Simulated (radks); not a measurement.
Results of a calculation; reference values are marked as such.
Task: All-electron atom: Br27+ in [He] 2s2 2p4. Level of theory: Dirac Kohn-Sham, PBE, spin-unpolarised, spherical densities, finite nucleus; open shells fill j = l - 1/2 first; Fermi nuclear charge, rms radius 4.1629 fm (a radial shooting solver on a logarithmic mesh with Libxc functionals). Some entries of the table are withheld. Estimate them.

| orbital | occ. | eigenvalue (eV) | r(max) (bohr) | <r> (bohr) |
|---|---|---|---|---|
| 1s1/2 | 2 | (1) | (2) | 0.04266 |
| 2s1/2 | 2 | (3) | (4) | 0.1819 |
| 2p1/2 | 2 | -2999.446 | 0.1215 | 0.1550 |
| 2p3/2 | 2 | -2946.858 | 0.1245 | 0.1585 |
| 3s1/2 | 0 | -1281.688 | 0.4141 | 0.4341 |
| 3p1/2 | 0 | -1237.845 | 0.3914 | (5) |
| 3p3/2 | 0 | -1224.120 | 0.3966 | (6) |

Result: 
(1) 1s1/2 eigenvalue (eV): -14905.71
(2) 1s1/2 r(max) (bohr): 0.02789
(3) 2s1/2 eigenvalue (eV): -3133.634
(4) 2s1/2 r(max) (bohr): 0.1557
(5) 3p1/2 <r> (bohr): 0.4135
(6) 3p3/2 <r> (bohr): 0.4186
